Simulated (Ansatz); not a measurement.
Basis-set series for CH$_{8}$BGeInSe (`C[Se][GeH2][BH][InH2]`). The species carries charge 0 and has multiplicity 1. In: def2 effective core potential. Geometry: relaxed with PBE0-D4/def2-TZVP. It is one conformer, not always the lowest.

```xyz
13

C    -0.9320   -1.4553   -1.1442
Se   -0.0077   -1.4851    0.5796
Ge   -0.8937    0.6038    1.4105
B     0.4351    1.9046    0.5188
In    2.0356    0.5029   -0.2539
H    -1.9937   -1.6317   -0.9859
H    -0.5040   -2.2576   -1.7421
H    -0.7680   -0.5060   -1.6512
H    -0.7089    0.4873    2.9367
H    -2.4024    0.5806    1.0880
H     0.2655    3.0869    0.4830
H     2.0553    0.0753   -1.9346
H     3.4189    0.0942    0.6952
```

| functional | basis | functions | energy (Eh) | HOMO (eV) | LUMO (eV) |
| --- | --- | --- | --- | --- | --- |
| PBE0-D4 | def2-TZVPP | 320 | -4735.82411 | -6.72 | -2.72 |
| PBE0-D4 | def2-QZVPP | 614 | -4735.92493 | -6.73 | -2.73 |
| ωB97M-V | def2-TZVPP | 320 | -4736.09035 | -8.79 | -0.81 |
| ωB97M-V | def2-QZVPP | 614 | -4736.18864 | -8.79 | -0.83 |

Q: Give the rows for def2-SVP. (Best estimate.)

A: Computed: 
```csv
functional,basis,functions,energy (Eh),HOMO (eV),LUMO (eV)
PBE0-D4,def2-SVP,158,-4735.18714,-6.71,-2.69
ωB97M-V,def2-SVP,158,-4735.44858,-8.74,-0.71
```

Scalar relativity is left out up to krypton.
